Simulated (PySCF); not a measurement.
Two species compared at the same levels of theory.

First species: C5H9NOSi.
SMILES: `o1cc(CC[SiH3])nc1`

Second species: C₅H₉NOSi.
Structure used (GFN2-xTB), in Å, numbered top down from 1:
```
atom  x, y, z in Å
C1     2.301    0.222    0.009
C2     1.508   -0.828    0.131
C3     0.305   -0.870    1.013
Si4   -1.286   -0.527    0.010
O5    -1.475   -1.529   -1.259
C6    -1.118    1.162   -0.870
C7    -0.895    2.210    0.072
N8    -0.711    3.031    0.848
H9     2.131    1.124    0.576
H10    3.150    0.224   -0.653
H11    1.693   -1.719   -0.455
H12    0.240   -1.843    1.501
H13    0.398   -0.116    1.793
H14   -2.458   -0.566    0.888
H15   -1.497   -2.477   -1.167
H16   -0.275    1.132   -1.562
H17   -2.020    1.382   -1.440
```

Levels: B3LYP/def2-SVPD for dipole moment, HOMO energy, LUMO energy, HOMO–LUMO gap, static isotropic polarisability and electronic spatial extent ⟨r²⟩ about the centre of nuclear charge; TDDFT B3LYP/def2-SVPD for lowest singlet excitation; TDA B3LYP/def2-SVPD for lowest triplet excitation (Tamm–Dancoff); GFN2-xTB for rotational constant A and rotational constant C. Geometries: GFN2-xTB. Each structure is a single optimised conformer of the isolated species, non-relativistic unless stated. Electronic properties by PySCF.

Dipoles, sizes and rotational constants follow the conformer. The torsions of the flexible species, by atom-mapped SMILES:
- `[SiH3:1][CH2:2][CH2:3][c:4]1[cH:5][o:6][cH:7][n:8]1`: Si1–C2–C3–C4 -58°, C2–C3–C4–C5 -91°
- `[CH2:1]=[CH:2][CH2:3][Si@H:4]([OH:5])[CH2:6][C:7]#[N:8]`: C1–C2–C3–Si4 98°, C2–C3–Si4–O5 55°, C3–Si4–C6–C7 -58°, H–O5–Si4–C3 57°

```
                                                         property    column X    column Y
                                                    dipole moment      1.75 D      4.72 D
                                                      HOMO energy    -6.94 eV    -7.17 eV
                                                      LUMO energy    -0.55 eV    -0.62 eV
                                                    HOMO–LUMO gap     6.39 eV     6.55 eV
                                        lowest singlet excitation     6.00 eV     5.85 eV
                         lowest triplet excitation (Tamm–Dancoff)     4.13 eV     4.34 eV
                                  static isotropic polarisability     92.1 au     90.7 au
electronic spatial extent ⟨r²⟩ about the centre of nuclear charge  1252 bohr²  1262 bohr²
                                            rotational constant A   3.388 GHz   1.799 GHz
                                            rotational constant C   0.968 GHz   0.975 GHz
```

(1) Which column belongs to which species?

(2) How does each property change from the first species to the second?

Results:

(1) Column X is the first species and column Y the second. The first has 17 atoms and 68 electrons, the second 17 and 68.

(2) dipole moment +2.97 D; HOMO energy -0.23 eV; LUMO energy -0.07 eV; HOMO–LUMO gap +0.16 eV; lowest singlet excitation -0.15 eV; lowest triplet excitation (Tamm–Dancoff) +0.21 eV; static isotropic polarisability -1.4 au; electronic spatial extent ⟨r²⟩ about the centre of nuclear charge +10 bohr²; rotational constant A -1.589 GHz; rotational constant C +0.007 GHz.

On the first: The principal polarisabilities are 75.9, 95.8 and 104.8 au; their mean is the isotropic value. The polarisability is 13.65 Å³ as a volume (1 au = 0.148185 Å³), or 1.35 au for each of the 68 electrons.

On the second: The polarisability is 13.45 Å³ as a volume (1 au = 0.148185 Å³), or 1.33 au for each of the 68 electrons. No computed singlet falls in the visible range (750 to 380 nm, 1.65 to 3.26 eV); S1 lies 2.59 eV above its blue end.
